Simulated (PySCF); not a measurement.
**C2H7B3O3**

C2H7B3O3 is a molecule, neutral, singlet. The structure, one conformer, was relaxed in the gas phase by PBE0-D3(BJ)/def2-SVP. No frequency run checks that it is a minimum.

SMILES: CCB1OBOBO1

```xyz
15

O     0.565    1.062    0.009
B     1.881    1.412   -0.115
O     2.838    0.434   -0.187
B     2.480   -0.889   -0.131
O     1.162   -1.228   -0.010
B     0.177   -0.262    0.063
C    -1.324   -0.666    0.233
C    -2.344    0.427   -0.060
H     2.198    2.571   -0.160
H     3.324   -1.744   -0.189
H    -1.510   -1.574   -0.365
H    -1.420   -1.012    1.281
H    -2.159    1.322    0.552
H    -3.373    0.091    0.140
H    -2.301    0.745   -1.113
```
Atom numbers follow the order of the file, from 1.

Shieldings: GIAO PBE0/pcSseg-1. Shifts are against computed references at the same level: C TMS (σ 184.4 ppm), H TMS (σ 31.27 ppm). Core levels by delta-SCF with SCAN, pcX-2 on the ionised atom and pcseg-1 elsewhere, spin-free X2C; from the vacuum level, for chosen atoms.

Question: Give the shieldings and core levels atom by atom.

Answer: 
```csv
atoms,bonded to,σ (ppm),δ (ppm),core level (eV)
O1,2 B,116.3,-,1s 539.14
B2,2 O + 1 H,74.1,-,1s 198.15
O3,2 B,112.4,-,-
B4,2 O + 1 H,74.2,-,-
O5,2 B,115.2,-,1s 539.13
B6,1 C + 2 O,67.3,-,1s 197.82
C7,1 B + 1 C + 2 H,174.3,10.1,1s 290.38
C8,1 C + 3 H,176.0,8.4,-
H9,1 B,26.66,4.61,-
H10,1 B,26.69,4.57,-
H11,1 C,30.20,1.07,-
H12,1 C,30.29,0.98,-
H13 H14 H15,1 C,30.21,1.05,-
```

Values are those of this one static structure, with the three H of a rotating XH3 group averaged; atoms that internal rotation interchanges would show their mean in an NMR spectrum.

Question: By CAM-B3LYP/def2-SVPD (TDDFT singlets, Tamm-Dancoff triplets, ionisation by delta-SCF), where does absorption start, and what does vertical ionisation take?

Answer: The lowest singlet lies at 7.61 eV (f 0.018), the lowest triplet at 7.00 eV; vertical ionisation takes 11.33 eV.

The 3 runs behind this took 4.8 min in all, one thread each of Arm Neoverse V1 on a shared host, launched as `OMP_NUM_THREADS=1 python cluster_run.py task.json out`.
